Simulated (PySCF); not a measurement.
Work out the structure from these simulated measurements.

Formula: C4H10O2Si.

- Dipole: 2.07 D [PBE0/def2-SVPD]
- NMR, other nuclei: isotropic shieldings of nuclei other than C and H, by class: -179 (1 O), 52 (1 O), 435 (1 Si) ppm [GIAO PBE0/pcSseg-1]
- Rotational structure: rotational constants A, B, C: 4.084, 1.157, 1.033 GHz [GFN2-xTB]
- UV, strongest line: among the 8 lowest singlet transitions: S5 at 7.41 eV (167 nm, f = 0.211) [TDDFT PBE0/def2-SVPD]
- Polarisability: 84.3 au [PBE0/def2-SVPD]
- 13C NMR: chemical shifts (computed TMS as zero) by class: 186.2 (1 C), 68.8 (1 C), 23.9 (2 C) ppm [GIAO PBE0/pcSseg-1]

Electronic properties: PySCF, gas phase, density fitting. Levels stand in brackets. Geometry: GFN2-xTB, one conformer, isolated molecule. GFN2-xTB frequencies show an imaginary mode (34i cm⁻¹), so this geometry is no minimum at that level. NMR classes are plain means over equivalent atoms (diastereotopic ones count apart unless rotation or inversion swaps them), as if these changed places fast.

**Question.** What is the compound? Reason from the data.

**Answer.** Numbering: `[CH3:1][CH:2]([CH3:3])[O:4][C:5](=[O:6])[SiH3:7]`. Its formula, C4H10O2Si, gives 1 degree of unsaturation: 0 rings and 1 π bond in the structure found. 4 carbons fall into 3 classes; from least to most shielded: carbonyl carbon [C5] (186.2 ppm), sp3 carbon bound to oxygen [C2] (68.8 ppm), methyl carbon [C1/C3] (23.9 ppm, 2 C). The other shieldings belong to: -179 ppm, carbonyl oxygen [O6]; 52 ppm, oxygen singly bound to a carbonyl carbon [O4]; 435 ppm, SiH3 silicon [Si7]. The optimised geometry has point group C1 and is an asymmetric top. Structure: `CC(C)OC(=O)[SiH3]`. Computed isomers that give other values at the same levels: `CC1([SiH](O)O)CC1` (13C chemical shifts (computed TMS as zero) by class: 21.6 (1 C), 8.5 (2 C), 5.1 (1 C) ppm); `C[Si](C)(C)OC=O` (13C chemical shifts (computed TMS as zero) by class: 165.3 (1 C), 0.3 (3 C) ppm); `C=C(CC)O[SiH2]O` (13C chemical shifts (computed TMS as zero) by class: 169.6 (1 C), 92.8 (1 C), 35.5 (1 C), 16.1 (1 C) ppm). The assignments are read from this structure; whether some other isomer fits the data as well wasn't checked.

Shape of the structure used: `[CH3:1][CH:2]([CH3:3])[O:4][C:5](=[O:6])[SiH3:7]`: C1–C2–O4–C5 -154°, C2–O4–C5–O6 1°.
